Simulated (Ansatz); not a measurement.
Saddle point of BSiH4ClF2, closed shell (BClF₂ ([F][B]([F])[Cl]) + SiH₄ → SiH₃Cl ([SiH3][Cl]) + BHF₂ ([F][BH][F]); bonds formed: B1–H6, Cl2–Si5; bonds broken: B1–Cl2, Si5–H6), PBE0-D4/def2-TZVP structure:

```
atom    x (Å)    y (Å)    z (Å)
  B1  -1.2794   0.0581  -0.4824
 Cl2   0.1831   0.2428  -1.7501
  F3  -1.9022  -1.1130  -0.6437
  F4  -2.0127   1.1760  -0.4449
 Si5   1.1031  -0.0316   0.4698
  H6  -0.5844   0.0089   0.6336
  H7   2.2869   0.6582  -0.0937
  H8   1.0004   0.5020   1.8574
  H9   1.2051  -1.5013   0.4539
```

Energies are electronic, without zero-point energy. Barriers and step energies count from the start structure reached by relaxing down the imaginary mode; all methods use the PBE0-D4 structures, on which another method's saddle can fall below an end. Computed with Ansatz 0.2.0 (basis: def2-TZVPP, with def2-QZVPP for the basis limit); correlated methods freeze the cores. B3LYP uses VWN-RPA correlation. Extrapolation: Hartree–Fock as exp(−7.88 √X), correlation as X^−2.97.

```csv
method,barrier (eV),step energy (eV)
SPW92,0.690,-0.105
PBE-D4,0.950,-0.167
BLYP-D4,1.176,-0.214
r2SCAN-D4,1.063,-0.187
B97M-V,1.223,-0.132
PBE0-D4,1.050,-0.197
B3LYP-D4,1.235,-0.235
r2SCAN0-D4,?,-0.211
BHLYP-D4,1.348,-0.277
CAM-B3LYP-D4,1.282,-0.233
wB97X-V,1.217,-0.232
wB97M-V,1.173,-0.230
B2PLYP,1.286,-0.243
PBE-QIDH,1.144,-0.228
RPA on PBE,?,-0.198
HF,1.824,-0.306
MP2,?,-0.248
CCSD,1.354,-0.224
CCSD(T),1.272,-0.209
```

Q: Fill in the withheld barriers. (To be estimated.)

A: By the calculation: RPA on PBE 1.279; r2SCAN0-D4 1.119; MP2 1.218 eV. Each is the energy of the saddle less that of the start structure, by the same method.

For comparison, the barrier by CCSD(T) at an estimated basis limit (MP2 extrapolated from triple and quadruple zeta, plus CCSD(T) − MP2 in triple zeta) is 1.217 eV.

T1 diagnostic: at most 0.013.

Ligand swaps between two centres remove the fluorinated layer in thermal atomic layer etching, and scramble precursors in the gas phase.

Labels in which every atom is bracketed show which atoms are joined, not bond orders.

For scale, one of the runs: CCSD(T)/def2-TZVPP, 233 basis functions, launched by `ansatz run in.yaml --threads 4 --pin off --events-out ev --progress --plain --max-ram 9574MiB`. The run took 2.2 min on 4 CPU threads of an Intel Xeon (shared host), with 4.1 GiB of host memory at its peak.
